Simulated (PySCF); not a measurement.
Radial density of Cu⁻ (copper, charge -1)

UHF, [Ar] 3d10 4s2, closed-shell 1S. Calculation: PySCF 2.14, in x2c-TZVPPall with one added diffuse shell each of s, p, d, f type (7s6p5d3f1g, 80 functions); the spin-free X2C one-electron Hamiltonian (Gaussian nucleus).

```json
{"r (bohr)": "0.000855", "4πr²ρ (e/bohr)": "0.2263"}
{"r (bohr)": "0.00144", "4πr²ρ (e/bohr)": "0.5676"}
{"r (bohr)": "0.00242", "4πr²ρ (e/bohr)": "1.413"}
{"r (bohr)": "0.00407", "4πr²ρ (e/bohr)": "3.403"}
{"r (bohr)": "0.00685", "4πr²ρ (e/bohr)": "7.708"}
{"r (bohr)": "0.0115", "4πr²ρ (e/bohr)": "15.75"}
{"r (bohr)": "0.0194", "4πr²ρ (e/bohr)": "27.13"}
{"r (bohr)": "0.0326", "4πr²ρ (e/bohr)": "35.16"}
{"r (bohr)": "0.0548", "4πr²ρ (e/bohr)": "31.39"}
{"r (bohr)": "0.0922", "4πr²ρ (e/bohr)": "28.96"}
{"r (bohr)": "0.155", "4πr²ρ (e/bohr)": "39.95"}
{"r (bohr)": "0.261", "4πr²ρ (e/bohr)": "26.90"}
{"r (bohr)": "0.439", "4πr²ρ (e/bohr)": "18.76"}
{"r (bohr)": "0.738", "4πr²ρ (e/bohr)": "20.56"}
{"r (bohr)": "1.24", "4πr²ρ (e/bohr)": "6.737"}
{"r (bohr)": "2.09", "4πr²ρ (e/bohr)": "1.402"}
{"r (bohr)": "3.51", "4πr²ρ (e/bohr)": "0.5167"}
{"r (bohr)": "5.91", "4πr²ρ (e/bohr)": "0.1958"}
{"r (bohr)": "9.93", "4πr²ρ (e/bohr)": "0.03561"}
{"r (bohr)": "16.7", "4πr²ρ (e/bohr)": "0.0004197"}
```

Densities and radii are taken from the X2C orbitals without a picture-change correction, which distorts them close to the nucleus.
